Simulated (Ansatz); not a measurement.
Reaction (redistribution): `C#[C][Sn]([F])([F])[Cl]` + `C[Si](Cl)(Cl)C#N` → `N#[C][Sn]([F])([F])[Cl]` + `C#C[Si](C)(Cl)Cl`

Program: Ansatz. Geometries: PBE0-D4/def2-TZVP. ΔE: electronic, gas phase. CBS: MP2 limit from def2 TZ/QZ plus the TZ coupled-cluster correction, frozen cores. Functionals use def2-TZVPP. B3LYP here is the variant with VWN-RPA as its local correlation; programs differ in this. HSE06 is defined as in plane-wave codes. def2 core potentials past Kr. For Sn outer-core shells are correlated without core-valence functions, which leaves a few kJ/mol of doubt a bond.

```
             level  ΔE (kJ/mol)  difference from CCSD(T)/CBS
       LDA (SPW92)         11.8                         -0.4
            PBE-D4          9.3                         -2.9
         revPBE-D4          7.8                         -4.4
           BLYP-D4          8.7                         -3.5
         r2SCAN-D4         10.6                         -1.6
            B97M-V          8.7                         -3.5
           PBE0-D4         11.4                         -0.8
          B3LYP-D4         10.8                         -1.4
        r2SCANh-D4         11.4                         -0.8
        r2SCAN0-D4         12.4                          0.2
          HSE06-D4         11.3                         -0.9
          BHLYP-D4         12.8                          0.6
      CAM-B3LYP-D4         12.5                          0.3
           ωB97X-V         12.5                          0.3
           ωB97M-V         12.4                          0.2
               PBE          9.8                         -2.4
            revPBE          9.3                         -2.9
              BLYP          9.7                         -2.5
            r2SCAN         10.8                         -1.4
             B3LYP         11.5                         -0.7
           r2SCANh         11.5                         -0.7
           r2SCAN0         12.5                          0.3
             HSE06         11.7                         -0.5
             BHLYP         13.2                          1.0
         CAM-B3LYP         13.0                          0.8
           LC-ωPBE         13.8                          1.6
RPA@PBE/def2-TZVPP         12.3                          0.1
       HF/def2-SVP         15.6                          3.4
      MP2/def2-SVP         11.5                         -0.7
     CCSD/def2-SVP         12.4                          0.2
  CCSD(T)/def2-SVP         11.8                         -0.4
     HF/def2-TZVPP         14.1                          1.9
    MP2/def2-TZVPP         13.3                          1.1
   CCSD/def2-TZVPP         13.3                          1.1
CCSD(T)/def2-TZVPP         12.7                          0.5
     HF/def2-QZVPP         13.6                          1.4
SCS-MP2/def2-QZVPP         12.5                          0.3
      HF/CBS(def2)         13.5                          1.3
     MP2/CBS(def2)         12.8                          0.6
    CCSD/CBS(def2)         12.8                          0.6
       CCSD(T)/CBS         12.2                            0
```

Largest T1 diagnostic among the species: 0.014.

From BLYP to BHLYP (50 % exact exchange), in def2-TZVPP and without D4, ΔE moves by +3.5 kJ/mol. Leaving LDA and LC-ωPBE aside and taking each functional with its dispersion term where it has one, the values, not all of them listed here, spread over 5.2 kJ/mol, from revPBE-D4 to PBE-QIDH.

CCSD(T)/CBS has its own doubt, a few kJ/mol and more with outer-core shells, so smaller differences from it don't rank the levels.
